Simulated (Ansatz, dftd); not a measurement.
System: CH$_{6}$BN, charge 0, singlet. CH6BN (SMILES N(C)B).
B3LYP-D3(BJ)/def2-TZVP minimum from Ansatz (a quantum-chemistry and plane-wave program):
```xyz
9

B     -0.1815     0.1664     1.3592
H     -1.0536     0.5255     2.0899
H      0.8879    -0.1748     1.7668
N     -0.4187     0.1453    -0.0052
C      0.5083    -0.2567    -1.0503
H     -1.3215     0.4331    -0.3528
H      0.7023     0.5626    -1.7477
H      0.1218    -1.1054    -1.6210
H      1.4515    -0.5502    -0.5932
```
Charge 0, spin multiplicity 1.

Quantity: atomisation energy (electronic, to ground-state atoms), in kcal/mol. UHF or UKS for unpaired electrons; spin-orbit terms are left out. CBS(X,Y): correlation extrapolated as X^-3, Hartree-Fock from the larger set. A bracket is a step between two methods taken in the basis named. Functionals run without relativity, which enters their misses. 'core' is core correlation in cc-pwCVTZ, 'X2C' scalar relativity in cc-pVTZ-DK, both at CCSD(T). For partners of very few electrons the exact lower level stands in for a higher one.

Compared with CCSD(T)/CBS(cc-pVTZ,cc-pVQZ) + [CCSDT(Q) - CCSD(T)]/cc-pVDZ + core + X2C (Ansatz): 789.8 kcal/mol.

Task: Rank these levels by how close they come to it, closest first: r2SCAN-D4/def2-TZVPD (Ansatz + dftd4); CAM-B3LYP-D4/def2-TZVPD (Ansatz + dftd4); PBE-D4/def2-TZVPD (Ansatz + dftd4).

Result: r2SCAN-D4/def2-TZVPD (788.8 kcal/mol, difference -1.0), CAM-B3LYP-D4/def2-TZVPD (797.7 kcal/mol, difference 7.9), PBE-D4/def2-TZVPD (802.3 kcal/mol, difference 12.5)
